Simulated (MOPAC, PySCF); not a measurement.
C9H7NSSi, SMILES `N#Cc1cc2ccsc2cc1[SiH3]`, neutral singlet in the gas phase. 

Cartesian coordinates (Å):
SMILES: N#Cc1cc2ccsc2cc1[SiH3]
```xyz
19

N      2.6051     2.4931    -1.5847
C      1.7879     1.7776    -1.1366
C      0.8099     0.8883    -0.5761
C     -0.5494     1.0991    -0.8641
C     -1.5199     0.2330    -0.3201
C     -2.9521     0.2474    -0.4705
C     -3.5609    -0.7706     0.2205
S     -2.4371    -1.7907     1.0829
C     -1.0822    -0.8421     0.5153
C      0.2783    -1.0524     0.8032
C      1.2463    -0.1925     0.2638
Si     3.0824    -0.4668     0.6452
H     -0.8501     1.9361    -1.5107
H     -3.4985     0.9880    -1.0697
H     -4.6339    -0.9932     0.2796
H      0.5817    -1.8895     1.4503
H      3.1694    -1.6711     1.5419
H      3.6658     0.7271     1.3463
H      3.8573    -0.7207    -0.6167
```
Charge 0, multiplicity 1.

All levels are single points at this geometry (PBE-D3(BJ)/def2-SVP); Pople sets use spherical d functions. Orbital energies aren't observables, and empty levels follow the basis.

PBE-D3(BJ)/def2-TZVP in PySCF gives gap (eV) = 3.52.

**Question.** Estimate the gap (eV) from each of these levels: B3LYP/3-21G in PySCF; B3LYP/6-311+G** in PySCF; PBE/6-31G* in PySCF; HF/3-21G in PySCF; HF/6-31G* in PySCF; HF/STO-3G in PySCF; PM6 in MOPAC; PM7 in MOPAC.

**Answer.** 
```
level                     gap (eV)
------------------------  --------
B3LYP/3-21G in PySCF          5.10
B3LYP/6-311+G** in PySCF      4.86
PBE/6-31G* in PySCF           3.60
HF/3-21G in PySCF            10.62
HF/6-31G* in PySCF           10.45
HF/STO-3G in PySCF           12.04
PM6 in MOPAC                  7.88
PM7 in MOPAC                  7.80
```
